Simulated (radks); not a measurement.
Ionisation of the barium ion Ba+, [Xe] 6s1, to [Xe] as the strength of local exchange is varied. Calculated with a radial shooting solver on a logarithmic mesh with Libxc functionals: scalar-relativistic Kohn-Sham, Slater X-alpha exchange (alpha = 2/3 is LDA exchange), no correlation, spin-polarised, spherical densities, point nucleus; open shells are filled with parallel spins first (spin-orbit coupling, left out, can overturn this in heavy ions).

| alpha | E(Ba+) (hartree) | exchange (hartree) | IE (eV) | -e of the level emptied (eV) | <r> of it (bohr) |
|---|---|---|---|---|---|
| 0.568 | -8096.2578 | -157.6612 | 9.158 | 6.930 (6s) | 4.483 |
| 0.61 | -8107.9575 | -169.5467 | 9.380 | 7.162 (6s) | 4.431 |
| 0.635 | -8114.9290 | -176.6363 | 9.513 | 7.302 (6s) | 4.400 |
| 0.667 | -8123.8607 | -185.7271 | 9.685 | 7.483 (6s) | 4.362 |
| 0.757 | -8149.0300 | -211.3923 | 10.176 | 8.002 (6s) | 4.258 |
| 1.016 | -8221.8644 | -286.0511 | 11.653 | 9.584 (6s) | 3.990 |

NIST Atomic Spectra Database: 10.004 eV (measured). The Delta-SCF value meets it near alpha = 0.73.
